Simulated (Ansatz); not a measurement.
Species: CH$_{3}$F$_{3}$Si, charge 0, singlet. CH3F3Si (SMILES F[SiH2]C(F)F).
B3LYP-D3(BJ)/def2-TZVP minimum from Ansatz (an electronic-structure program):
```xyz
8

F      1.6181    -0.6368    -0.6736
Si     0.9838     0.4690     0.2887
C     -0.9196     0.2565     0.2969
F     -1.2608    -1.0009     0.7394
F     -1.4243     0.3976    -0.9755
H      1.3066     1.8109    -0.2319
H      1.4871     0.2676     1.6606
H     -1.4451     0.9769     0.9344
```

Total energies in hartree (Ansatz). Open shells are spin-unrestricted; no spin-orbit coupling. Cores are frozen in correlated methods. No relativity. Where a partner has so few electrons that a lower coupled-cluster level is exact, that level stands in.

```csv
species,HF/cc-pV(T+d)Z,CCSD(T)/cc-pV(T+d)Z,HF/cc-pV(Q+d)Z,CCSD(T)/cc-pV(Q+d)Z,CCSD(T)/cc-pV(D+d)Z,CCSDT(Q)/cc-pV(D+d)Z
1: CH3F3Si (SMILES F[SiH2]C(F)F),-627.05966,-628.15086,-627.09262,-628.27348,-627.75763,-627.76031
2: F (doublet),-99.40552,-99.62036,-99.41377,-99.65026,-99.52757,-99.52776
3: Si (triplet),-288.85649,-288.93344,-288.85845,-288.93781,-288.91643,-288.91690
4: C (triplet),-37.69157,-37.78076,-37.69331,-37.78654,-37.76038,-37.76071
5: H (doublet),-0.49981,-0.49981,-0.49995,-0.49995,-0.49928,-0.49928
```

Work out the atomisation energy (electronic, to ground-state atoms) in kcal/mol: take Hartree-Fock from cc-pV(Q+d)Z, extrapolate the CCSD(T) correlation energy as X^-3 (X = 3, 4), and add CCSDT(Q) - CCSD(T) in cc-pV(D+d)Z. 1 hartree = 627.51 kcal/mol.


Species 1: correlation (64·(-1.18086) - 27·(-1.09120))/37 = -1.24629; step -0.00268; E1 = -627.09262 + (-1.24629) + (-0.00268) = -628.34159
Species 2: correlation (64·(-0.23649) - 27·(-0.21484))/37 = -0.25229; step -0.00019; E2 = -99.41377 + (-0.25229) + (-0.00019) = -99.66625
Species 3: correlation (64·(-0.07936) - 27·(-0.07695))/37 = -0.08112; step -0.00047; E3 = -288.85845 + (-0.08112) + (-0.00047) = -288.94004
Species 4: correlation (64·(-0.09323) - 27·(-0.08919))/37 = -0.09618; step -0.00033; E4 = -37.69331 + (-0.09618) + (-0.00033) = -37.78982
Species 5: correlation (64·(0.00000) - 27·(0.00000))/37 = 0.00000; step +0.00000; E5 = -0.49995 + (0.00000) + (+0.00000) = -0.49995
-1·E1 +3·E2 +1·E3 +1·E4 +3·E5 = 1.11313 hartree = 698.5 kcal/mol.
